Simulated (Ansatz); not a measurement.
`[NH2][Al]1[NH][SiH2]1` + H₂ → `[NH]1[AlH][SiH2]1` + NH₃ at 700 K and 1 bar (hydrogenolysis of the Al–N bond).

Computed with Ansatz on PBE0-D4/def2-TZVP structures; ΔE is electronic, products minus reactants. CCSD(T)/CBS adds triple-zeta CCSD(T) − MP2 to the extrapolated MP2 energy (def2 sets, frozen cores). This one scheme is used for every species. Each species was taken in one conformer, which may not be the lowest.

| species | CCSD(T)/CBS energy (Eh) | H − E (kJ/mol) | S (J/(mol·K)) |
| --- | --- | --- | --- |
| `[NH2][Al]1[NH][SiH2]1` | -643.55146 | 224.7 | 433.0 |
| H₂ | -1.17544 | 46.8 | 155.3 |
| `[NH]1[AlH][SiH2]1` | -588.19433 | 157.9 | 368.9 |
| NH₃ | -56.50880 | 116.9 | 226.5 |

H − E and S are ideal-gas, rigid-rotor, harmonic terms from PBE0-D4/def2-TZVP, for one conformer and one mirror image of each species. The MP2-based limit puts H₂ 0.8 mEh under its directly extrapolated value; such offsets cancel only in part. 1 Eh = 2625.50 kJ/mol, R = 8.31446 J/(mol·K).

Task: By hand: ΔE, ΔH, ΔS and ΔG.

Result: ΔE = (-588.19433) + (-56.50880) − (-643.55146) − (-1.17544) = 0.02377 Eh = 62.4 kJ/mol. Δ(H − E) = 157.9 + 116.9 − 224.7 − 46.8 = 3.3, so ΔH = 65.7 kJ/mol. ΔS = 368.9 + 226.5 − 433.0 − 155.3 = 7.1 J/(mol·K). ΔG = 65.7 − 700 × (7.1)/1000 = 60.7 kJ/mol.

Task: By hand: the equilibrium constant, and the temperature at which ΔG would vanish if ΔH and ΔS stayed fixed.

Result: log₁₀ K = −ΔG/(RT ln 10) = -4.5. ΔG = 0 at ΔH/ΔS = 9254 K, far beyond where these terms or the molecules hold.

The number of gas molecules stays the same, so ΔS is small and ΔH decides. A doubt of 5 kJ/mol in ΔE shifts log₁₀ K by 0.4 here. Other conformers and mirror images would add mixing entropy, several J/(mol·K) or more a flexible species. These are equilibria of isolated gas molecules and say nothing of rates. Largest T1 diagnostic: 0.015 (customary marks: 0.02 for closed shells, 0.045 for open ones).
